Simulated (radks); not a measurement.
Results of a calculation; reference values are marked as such.
How relativity changes the ionisation of the erbium ion Er+ ([Xe] 4f12 6s1) to Er2+ ([Xe] 4f12). Spin-unpolarised spherical Kohn-Sham, PBE, point nucleus unless stated (finite: rms radius 5.2516 fm), a radial shooting solver on a logarithmic mesh with Libxc functionals. A level marked "c x" has the speed of light scaled by that factor and shares open shells by 2j + 1; other Dirac levels either fill j = l - 1/2 first or share by 2j + 1.

\begin{tabular}{lrrrrr}
level & E(Er+) (hartree) & E(Er2+) (hartree) & IE (eV) & HOMO & <r> HOMO (bohr) \\ \hline
non-rel. & -12501.5073 & -12501.1005 & 11.070 & 6s & 3.894 \\
scalar-rel. & -13086.1341 & -13085.6948 & 11.954 & 6s & 3.628 \\
scalar-rel., finite nucleus & -13084.7999 & -13084.3606 & 11.952 & 6s & 3.629 \\
Dirac, 2j+1 shares & -13099.4824 & -13099.0430 & 11.956 & 6s1/2 & 3.630 \\
Dirac, low j first & -13099.5165 & -13099.0772 & 11.954 & 6s1/2 & 3.630 \\
Dirac, 2j+1 shares, finite nucleus & -13098.1386 & -13097.6992 & 11.954 & 6s1/2 & 3.630 \\
Dirac, c x 0.85 & -13377.9310 & -13377.4741 & 12.434 & 4f7/2 & 0.8652 \\
Dirac, c x 10 & -12506.7793 & -12506.3722 & 11.077 & 6s1/2 & 3.892 \\
Dirac, c x 100 & -12501.5600 & -12501.1531 & 11.070 & 6s1/2 & 3.894 \\
\end{tabular}

NIST Atomic Spectra Database: 11.92 eV (semi-empirical). The relativistic part of the total energy of Er+ is -596.6 hartree (Dirac, 2j+1 shares, finite nucleus), 4.8 % of the non-relativistic value. Spin polarisation and multiplet splitting of open shells are left out at every level.

Beside tabulated values, note that relativity, absent from the non-relativistic runs, is large for the heavy elements, and spin-unpolarised runs miss the spin-polarisation part of the exchange energy of open shells.
